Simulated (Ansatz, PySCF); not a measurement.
W(NMe)(S)(OH)2 (CH5NO2SW), SMILES C[N]=[W]([OH])([OH])=[S], multiplicity 1. Atoms are numbered in the order given.

```xyz
11

W     -0.0062     0.1146     0.2242
N     -0.5709    -0.5932    -1.2723
C     -0.4471    -1.2543    -2.5254
H      0.6118    -1.4901    -2.7414
H     -1.0230    -2.1962    -2.5283
H     -0.8380    -0.6211    -3.3409
S      2.1407    -0.1247     0.2389
O     -0.4674     1.9556     0.2228
H     -0.9635     2.4126    -0.4681
O     -0.7887    -0.8397     1.6661
H     -1.4205    -1.5655     1.5858
```

Geometry: r2SCAN-D4/def2-SVP. The spin state was assumed, not searched. The def2 effective core potentials stand for the cores of W; spin–orbit coupling is left out. One conformer was computed; it need not be the lowest.

Two levels are set side by side: PBE-D3(BJ)/def2-SVP (Ansatz, a first-principles code) and r2SCAN-D4/def2-SVP (Ansatz). Each level has its own optimised geometry; the coordinates shown are those of the second. Frequencies come from the Hessian of PySCF at each geometry. Differences are taken from unrounded values.

```tsv
quantity	r2SCAN-D4	PBE-D3(BJ)	PBE-D3(BJ) minus r2SCAN-D4
mean bond length (Å)	1.437	1.446	0.008
bond W1–N2 (Å)	1.749	1.758	0.008
bond W1–S7 (Å)	2.160	2.169	0.009
bond W1–O8 (Å)	1.898	1.910	0.012
bond W1–O10 (Å)	1.898	1.910	0.012
bond N2–C3 (Å)	1.422	1.424	0.002
bond C3–H4 (Å)	1.106	1.114	0.008
bond C3–H5 (Å)	1.104	1.112	0.008
bond C3–H6 (Å)	1.104	1.112	0.008
bond O8–H9 (Å)	0.966	0.974	0.008
bond O10–H11 (Å)	0.966	0.974	0.008
highest harmonic wavenumber (cm⁻¹)	3871	3761	-110
mean harmonic wavenumber (cm⁻¹)	1136	1106	-30
zero-point energy (kcal/mol)	43.85	42.71	-1.14
```
